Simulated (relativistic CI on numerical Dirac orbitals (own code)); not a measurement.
d8 in a ligand field

Computed with a parametric ligand-field model of a d^n configuration (Racah B and C, spin-orbit zeta, crystal field), exact diagonalisation.

Field parameters in Wybourne normalisation: D3d B²₀ = −7Dσ, B⁴₀ = −14Dq − 21Dτ, B⁴₃ = −14√(10/7) Dq; D4h B²₀ = −7Ds, B⁴₀ = 21(Dq − Dt), B⁴₄ = 21√(5/14) Dq; Oh B⁴₀ = 21Dq, B⁴₄ = √(5/14) B⁴₀. The field is a parameter set, without covalency.

(1) Ground term and bands for B = 430, C = 2120, ζ = 0 cm⁻¹, D4h, 10Dq = 32500, Ds = 2390, Dt = -260 cm⁻¹?

(2) A d8 ion in Oh symmetry has the ground term 3A2 and bands at 3T2 3250 cm⁻¹ (3077 nm), 3T1 5687 cm⁻¹ (1758 nm), 1E 13147 cm⁻¹ (761 nm), 1T2 15917 cm⁻¹ (628 nm), 3T1 16213 cm⁻¹ (617 nm), 1A1 19588 cm⁻¹ (511 nm). Which parameters reproduce them?

(3) A d8 ion in Oh symmetry has the ground term 3A2 and bands at 3T2 4700 cm⁻¹ (2128 nm), 3T1 8000 cm⁻¹ (1250 nm), 1E 10291 cm⁻¹ (972 nm), 1T2 14636 cm⁻¹ (683 nm), 3T1 16150 cm⁻¹ (619 nm), 1A1 16322 cm⁻¹ (613 nm). Which parameters reproduce them?

(4) Ground term and bands for B = 360, C = 1670, ζ = 0 cm⁻¹, D3d, 10Dq = 21000, Dσ = 600, Dτ = 430 cm⁻¹?

(5) Ground term and bands for B = 370, C = 1700, ζ = 0 cm⁻¹, D3d, 10Dq = 25550, Dσ = 1200, Dτ = -40 cm⁻¹?

Results:

(1) Ground term 3B1 with 2.00 electrons in the two orbitals of the cubic e set. Spin-allowed: 3A2 29254 cm⁻¹ (342 nm), 3B2 32500 cm⁻¹ (308 nm), 3E 33536 cm⁻¹ (298 nm), 3E 45006 cm⁻¹ (222 nm). Lowest spin-forbidden: 1A1 2212 cm⁻¹, 1B1 7650 cm⁻¹ (1307 nm), 1A1 20017 cm⁻¹ (500 nm).

(2) B = 810, C = 3810, ζ = 0 cm⁻¹, Oh, 10Dq = 3250 cm⁻¹.

(3) B = 670, C = 2720, ζ = 0 cm⁻¹, Oh, 10Dq = 4700 cm⁻¹.

(4) Ground term 3A2 with 2.00 electrons in the two orbitals of the cubic e set. Spin-allowed: 3A1 21119 cm⁻¹ (474 nm), 3E 22398 cm⁻¹ (446 nm), 3A2 25126 cm⁻¹ (398 nm), 3E 28621 cm⁻¹ (349 nm). Lowest spin-forbidden: 1E 6186 cm⁻¹ (1617 nm), 1A1 11725 cm⁻¹ (853 nm), 1A1 27298 cm⁻¹ (366 nm).

(5) Ground term 3A2 with 2.01 electrons in the two orbitals of the cubic e set. Spin-allowed: 3A1 24505 cm⁻¹ (408 nm), 3E 25615 cm⁻¹ (390 nm), 3A2 29162 cm⁻¹ (343 nm), 3E 30561 cm⁻¹ (327 nm). Lowest spin-forbidden: 1E 6303 cm⁻¹ (1587 nm), 1A1 11999 cm⁻¹ (833 nm), 1A1 30691 cm⁻¹ (326 nm).
